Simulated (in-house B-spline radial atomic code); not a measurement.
## PBE hybrid excitations of Bi5+

Method: PBE hybrid with 0.4 exact exchange. Computed with a B-spline radial code for spherical atoms: linear response of the closed shell [Xe] 4f14 5d10 with the functional's adiabatic kernel; scalar-relativistic (spin-free one-electron X2C), finite nucleus, no spin-orbit coupling, no double excitations, S, P, D and F terms only; shells from n = 3 respond. Only terms of natural parity with L up to 3 were computed.

Spin-orbit coupling is strong here, so these LS terms don't match observed levels.

Command:
```bash
python run_td.py task.json out
```
Settings (radii: box in bohr, nucleus in fm):
```
Z                        83
electrons                78
configuration            [Xe] 4f14 5d10
hamiltonian              x2c
method                   pbeh
box_radius               16.35
exact_exchange_fraction  0.4
rms_radius               5.5211
intervals                70
```

Run time, properties included: 6 s on 1 thread of Intel(R) Xeon(R) Platinum 8488C (Sapphire Rapids) (shared host).

The lowest states, in the order of their Tamm-Dancoff energies; the method's threshold (minus the highest occupied level) is 84.63 eV. Labels give the largest channel, * marks a mixed state, and oscillator strengths are full-response dipole values. Semilocal kernels can invert the small singlet-triplet splittings of Rydberg terms. Energies in eV:

```
     state  full response  Tamm-Dancoff  oscillator strength
5d → 6s 3D         19.139        19.172                    -
5d → 6s 1D         20.272        20.301                    -
5d → 6p 3P          33.28         33.32                    -
5d → 6p 3F          33.70         33.72                    -
5d → 6p 1F          34.22         34.23                    -
5d → 6p 1P              ?             ?                    ?
5d → 6d 3S          49.78         49.80                    -
5d → 6d 3D          50.69         50.70                    -
5d → 5f 3P              ?             ?                    -
5d → 6d 1D          51.09         51.10                    -
```

Q: Where does 5d → 6p 1P lie?

A: At 35.16 eV in full response, 35.25 eV in Tamm-Dancoff, oscillator strength 1.15.

Q: Where does 5d → 5f 3P lie?

A: At 51.06 eV in full response, 51.10 eV in Tamm-Dancoff.

Q: How large is the singlet-triplet splitting of 5d → 6s (D terms) in Tamm-Dancoff?

A: 1.13 eV, from the unrounded values.

Q: What polarisabilities and dispersion coefficient does the method give?

A: Dipole 2.836 bohr³, quadrupole 6.72 bohr⁵, C6 13.67 hartree·bohr⁶ for two such species.
